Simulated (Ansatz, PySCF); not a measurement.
Ways to break one bond of O[Si](F)(F)F:

A. O[Si](F)(F)F [trifluoro(hydroxy)silane] -> O[Si](F)F + F atom
B. O[Si](F)(F)F [trifluoro(hydroxy)silane] → F[Si](F)F + [OH] (HO)

Quantity: bond dissociation energy (enthalpy at 298 K, with B3LYP-D3(BJ) rigid-rotor harmonic-oscillator terms), kcal/mol. Structures are relaxed separately at B3LYP-D3(BJ)/def2-TZVP in Ansatz (a first-principles code), one conformer each, not searched for the lowest. Frequencies are from Ansatz or PySCF. Cores are frozen in the correlated levels unless marked. Open shells are spin-unrestricted. Spin-orbit coupling is left out. Non-relativistic. CBS marks a two-point X^-3 extrapolation of the correlation energy; Hartree-Fock from the larger set. [CCSD(T)-MP2]/basis is that difference in the basis named.

```
   BHLYP-D3(BJ)/def2-TZVPD (Ansatz + dftd3)  CCSD/6-31G (Ansatz)  CCSD/6-31G* (Ansatz)  RI-MP2/CBS(cc-pV(T+d)Z,cc-pV(Q+d)Z)+[CCSD(T)-MP2]/cc-pV(T+d)Z (Ansatz)
-  ----------------------------------------  -------------------  --------------------  ----------------------------------------------------------------------
A                                     155.6                118.7                 158.0                                                                       …
B                                     132.3                103.6                 131.1                                                                       …
```

Some entries are withheld; supply them.


- A, RI-MP2/CBS(cc-pV(T+d)Z,cc-pV(Q+d)Z)+[CCSD(T)-MP2]/cc-pV(T+d)Z (Ansatz): 167.1
- B, RI-MP2/CBS(cc-pV(T+d)Z,cc-pV(Q+d)Z)+[CCSD(T)-MP2]/cc-pV(T+d)Z (Ansatz): 141.8
